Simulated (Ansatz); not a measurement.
Consider the ligand exchange at the Al–F bond: `N=[CH][Al]([F])[SH]` + HCl → `N=[CH][Al]([SH])[Cl]` + H–F.

Gas-phase electronic energies from Ansatz, PBE0-D4/def2-TZVP geometries. CCSD(T)/CBS is the MP2 limit (def2-TZVPP, def2-QZVPP) plus CCSD(T) − MP2 in def2-TZVPP, frozen cores. This one scheme is used for every species. DFT in def2-TZVPP. B3LYP here is the variant with VWN-RPA as its local correlation; programs differ in this. HSE06 is defined as in plane-wave codes. Each species was taken in one conformer, which may not be the lowest.

| level | ΔE (kcal/mol) | difference from CCSD(T)/CBS |
| --- | --- | --- |
| LDA (SPW92) | 6.5 | 0.5 |
| PBE-D4 | 5.2 | -0.8 |
| revPBE-D4 | 4.7 | -1.3 |
| BLYP-D4 | 7.2 | 1.2 |
| r2SCAN-D4 | 6.2 | 0.2 |
| B97M-V | 7.2 | 1.2 |
| PBE0-D4 | 4.8 | -1.2 |
| B3LYP-D4 | 6.9 | 0.9 |
| r2SCANh-D4 | 6.0 | 0.0 |
| HSE06-D4 | 4.6 | -1.4 |
| BHLYP-D4 | 6.7 | 0.7 |
| CAM-B3LYP-D4 | 8.3 | 2.3 |
| ωB97X-V | 7.0 | 1.0 |
| ωB97M-V | 6.8 | 0.8 |
| B2PLYP | 7.5 | 1.5 |
| PBE-QIDH | 5.4 | -0.6 |
| PBE | 5.9 | -0.1 |
| BLYP | 8.5 | 2.5 |
| r2SCAN | 6.4 | 0.4 |
| PBE0 | 5.5 | -0.5 |
| B3LYP | 8.0 | 2.0 |
| r2SCANh | 6.2 | 0.2 |
| r2SCAN0 | 6.0 | 0.0 |
| HSE06 | 5.3 | -0.7 |
| CAM-B3LYP | 9.0 | 3.0 |
| LC-ωPBE | 7.4 | 1.4 |
| RPA@PBE/def2-TZVPP | 7.5 | 1.5 |
| HF/def2-SVP | 8.0 | 2.0 |
| MP2/def2-SVP | 9.1 | 3.1 |
| CCSD(T)/def2-SVP | 9.4 | 3.4 |
| HF/def2-TZVPP | 7.3 | 1.3 |
| MP2/def2-TZVPP | 5.9 | -0.1 |
| SCS-MP2/def2-TZVPP | 6.9 | 0.9 |
| CCSD/def2-TZVPP | 7.1 | 1.1 |
| CCSD(T)/def2-TZVPP | 6.7 | 0.7 |
| MP2/def2-QZVPP | 5.7 | -0.3 |
| SCS-MP2/def2-QZVPP | 6.7 | 0.7 |
| HF/CBS(def2) | 7.9 | 1.9 |
| MP2/CBS(def2) | 5.2 | -0.8 |
| CCSD/CBS(def2) | 6.5 | 0.5 |
| CCSD(T)/CBS | 6.0 | 0 |

Largest T1 diagnostic among the species: 0.013.

The D4 term adds −1.1 kcal/mol with B3LYP and −0.6 kcal/mol with PBE0; it sums over pairs of atoms, weighted by their polarisabilities, and B3LYP, whose exchange is more repulsive, gets the larger term. At CCSD(T), def2-SVP lies +3.4 kcal/mol from the extrapolated value and def2-TZVPP +0.7 kcal/mol.
